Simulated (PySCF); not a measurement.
# Nd2O2F2: from a saddle point downhill

PySCF 2.14.0, RKS PBE0, Nd lcecp-1-SVP with ECP49, O def2-SVP, F def2-SVP; non-relativistic Hamiltonian with scalar-relativistic core potentials where named; density fitting; no spin-orbit coupling. Relaxed within the symmetry of its start, the geometry (D2h) is

```xyz
6

Nd    0.0000    0.0000    1.6398
Nd    0.0000    0.0000   -1.6398
O     1.3711    0.0000    0.0000
O    -1.3711    0.0000    0.0000
F     0.0000    0.0000    3.7810
F     0.0000    0.0000   -3.7810
```

and its lowest harmonic modes are -79, -57, 84, 87, 204, 206 cm⁻¹ (negative: unstable). It was moved along the lowest mode and relaxed again, within the group C2h that the move left.

Q: Where does it end, and how much lower?

A: In C2h, 0.715 eV lower, after 11 steps:
```xyz
6

Nd    0.0000   -0.7297    1.4500
Nd    0.0000    0.7297   -1.4500
O     1.3467    0.0000    0.0000
O    -1.3467    0.0000    0.0000
F     0.0000    0.5001    3.1382
F     0.0000   -0.5001   -3.1382
```

Q: How do the contacts change?

A: 
```csv
contact,saddle (Å),end (Å)
Nd1–O3 (O),2.138,2.109
Nd1–O4 (O),2.138,2.109
Nd1–F5 (F),2.141,2.089
Nd2–F6 (F),2.141,2.089
```


Q: Is the end a minimum?

A: Yes; lowest modes 44, 78, 81, 154, 232, 245 cm⁻¹.

An lcecp potential fixes the number of 4f electrons, so in runs with it no electron can move into or out of that shell.

State: singlet in the valence, with the 4f electrons in the core potential.
